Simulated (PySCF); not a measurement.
## Polarisability and C₆ of Sb⁺ (antimony, charge +1)

[Kr] 4d10 5s2 5p2, high-spin 3P determinant. Calculation: PySCF 2.14, in aug-cc-pwCVTZ-DK3 with one added diffuse shell each of s, p, d, f type (11s10p8d5f1g, 125 functions); the spin-free X2C one-electron Hamiltonian (Gaussian nucleus). Coupled (time-dependent) response in atomic units; α is the mean over directions.

| method | mean α (bohr³) | α xx, yy, zz | C₆ (like pair) | S(−4) |
| --- | --- | --- | --- | --- |
| UHF | 25.77 | 24.33, 26.49, 26.49 | 216.2 | 170.4 |
| PBE | 25.44 | 23.24, 26.54, 26.54 | 210.6 | 174.5 |
| PBE0 | 25.18 | 23.30, 26.12, 26.12 | 208.7 | 166.2 |

S(−4) is the Cauchy moment in α(ω) = α(0) + S(−4) ω² + …

Spin-orbit coupling is absent.

α(iu) at PBE:

```csv
u (hartree),α(iu) (bohr³)
0,25.44
0.0500,25.01
0.100,23.83
0.200,20.18
0.300,16.30
0.500,10.58
0.750,6.763
1.00,4.791
1.50,2.923
2.00,2.049
3.00,1.211
5.00,0.5767
```

A single London oscillator, α(iu) = α/(1 + u²/ω²), gives C₆ = (3/4) ω α². Matching the computed C₆ needs ω = 4 × 210.6 / (3 × 25.44²) = 0.434 hartree.

For an ion, C₆ is the dispersion term alone; charge-induced terms of lower order in 1/R come first.

The components differ because the open shell of this determinant is not spherical; for a pure term their mean is the scalar polarisability.
